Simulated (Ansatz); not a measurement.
Consider the ligand exchange at the Se–Si bond: `C[SiH2][Se]C` + `[SiH3][SeH]` → `C[Se][Se][SiH3]` + `C[SiH3]`.

Program: Ansatz. Geometries: PBE0-D4/def2-TZVP. ΔE: electronic, gas phase. CCSD(T)/CBS adds triple-zeta CCSD(T) − MP2 to the extrapolated MP2 energy (def2 sets, frozen cores). This one scheme is used for every species. DFT in def2-TZVPP. B3LYP here is the variant with VWN-RPA as its local correlation; programs differ in this. HSE06 is defined as in plane-wave codes. For Se outer-core shells are correlated without core-valence functions, which leaves a few kJ/mol of doubt a bond. Scalar relativity is left out up to krypton. One conformer a species, not always the lowest.

`C[SiH2][Se]C`:

Cartesian coordinates in Å:
```
C -1.680 -0.114 0.621
Si -0.437 -1.163 -0.299
Se 1.704 -0.792 0.369
C 1.827 1.063 -0.246
H -1.489 0.950 0.461
H -2.692 -0.330 0.270
H -1.632 -0.313 1.693
H -0.544 -0.891 -1.760
H -0.668 -2.609 -0.049
H 1.155 1.702 0.324
H 1.601 1.121 -1.309
H 2.855 1.378 -0.076
```

`[SiH3][SeH]`:

Z-matrix (Å, degrees):
```
Si
Se 1 2.279
H 1 1.484 2 111.4
H 1 1.484 2 111.5 3 -122.1
H 1 1.483 2 104.9 3 119.0
H 2 1.469 1 93.0 3 60.4
```

`C[Se][Se][SiH3]`:

```xyz
10

C     1.162    1.384   -0.928
Se   -0.643    0.841   -1.411
Se   -0.451   -1.461   -1.069
Si   -1.039   -1.327    1.131
H     1.366    1.120    0.108
H     1.882    0.919   -1.597
H     1.191    2.469   -1.045
H    -0.937   -2.700    1.695
H    -0.105   -0.422    1.847
H    -2.426   -0.823    1.268
```

`C[SiH3]`:

```xyz
8

C    -0.120    0.523    0.829
Si    0.107   -0.468   -0.742
H     0.612    1.331    0.886
H     0.006   -0.112    1.709
H    -1.118    0.964    0.868
H    -0.062    0.400   -1.939
H    -0.892   -1.568   -0.819
H     1.467   -1.070   -0.792
```

```json
{"level": "B3LYP-D4", "ΔE (eV)": "0.37"}
{"level": "HSE06-D4", "ΔE (eV)": "0.44"}
{"level": "PBE0", "ΔE (eV)": "0.46"}
{"level": "SCS-MP2/def2-QZVPP", "ΔE (eV)": "0.46"}
```

Task: What does CCSD(T)/CBS give? (Estimate.)

Result: The calculation gave: +0.47 eV. The listed levels differ from it by -0.10, -0.03, -0.01, -0.01 eV.

Largest T1 diagnostic among the species: 0.010.

From r2SCAN to r2SCAN0 (25 % exact exchange), in def2-TZVPP and without D4, ΔE moves by +0.03 eV. Leaving LDA and LC-ωPBE aside and taking each functional with its dispersion term where it has one, the values, not all of them listed here, spread over 0.19 eV, from BLYP-D4 to PBE-QIDH. LDA lies +0.05 eV from PBE without D4.
